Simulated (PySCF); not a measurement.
**Molecular orbitals of SrH⁺**

r²SCAN0 at R = 2.041 Å; Sr def2-SVPD with ECP28, H def2-SVPD; scalar-relativistic core potentials (PySCF 2.14). State: ¹Σ⁺ (singlet), closed shell. Only the outer orbitals are listed, counted within each symmetry, core potentials removing the inner ones.

```csv
orbital,occ.,ε (eV),on Sr (%),main shells (%)
1σ,2,-51.14,99,99 Sr s
1π,2,-31.23,100,100 Sr p
1π,2,-31.23,100,100 Sr p
2σ,2,-30.88,99,99 Sr p
3σ,2,-11.04,48,"52 H s, 22 Sr s, 20 Sr d"
4σ,0,-6.11,96,"69 Sr s, 14 Sr p, 12 Sr d"
2π,0,-4.81,100,98 Sr d
2π,0,-4.81,100,98 Sr d
```

Problem. Which are the highest filled and the lowest empty level, where do they sit, and how wide is the gap?

Solution. Highest filled 3σ at -11.04 eV (in %: 52 H s, 22 Sr s, 20 Sr d); lowest empty 4σ at -6.11 eV (in %: 69 Sr s, 14 Sr p, 12 Sr d); the gap at r²SCAN0 is 4.93 eV.

```json
{"bond order (Mayer)": "1.05", "⟨S²⟩": "0.000", "charge on Sr (Mulliken, basis-dependent)": "1.08", "charge on Sr (Löwdin, basis-dependent)": "1.27", "dipole moment (positive dipole points towards H; it is taken about the centre of mass and depends on that origin)": "-5.18 D"}
```
